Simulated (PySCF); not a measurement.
A GIAO shielding run with PySCF 2.14.0 with density-fitted response routines (density fitting, non-relativistic, gas phase) on SMILES C(N[Si@@H]([SiH2]CN=C)O)(C)=O, C4H12N2O2Si2:

```
$ OMP_NUM_THREADS=1 python probes_run.py task.json out

{"job": {"kind": "nmr", "xc": "PBE0", "basis": "pcSseg-1"}, "charge": 0, "multiplicity": 1}
C      3.380544     1.308502     0.193489
N      2.554604     0.617450     0.842412
C      2.468657    -0.782412     0.653078
Si     0.791124    -1.101499    -0.307739
Si    -0.673528     0.050166     1.031174
O     -0.163310     1.543722     1.417831
N     -2.051230     0.305035    -0.054211
C     -2.173728    -0.392239    -1.189477
C     -3.400623    -0.102097    -2.024124
O     -1.342445    -1.220054    -1.540950
H      4.119907     0.891967    -0.497135
H      3.375273     2.381621     0.319695
H      3.333627    -1.198387     0.121180
H      2.399646    -1.252088     1.634395
H      1.116294    -0.545416    -1.628834
H      0.654650    -2.556002    -0.336963
H     -1.330338    -0.496290     2.228249
H      0.790809     1.659804     1.477598
H     -2.766683     0.986749     0.140848
H     -3.435791    -0.782348    -2.870229
H     -4.300091    -0.219308    -1.423192
H     -3.357779     0.922512    -2.389316
```

Hardware: 1 thread of an Arm Neoverse V1, shared host. The job also computes population analyses, field gradients.

(1) How large is the calculation?

(2) How long does it take, and how much memory does it need?

## Answers

(1) 94 electrons, 244 basis functions and 1304 auxiliary functions.

(2) 72 s of wall time, with 15 SCF cycles and 5 response iterations; peak memory 1.1 GiB. Times on a shared host scatter by some tens of per cent.
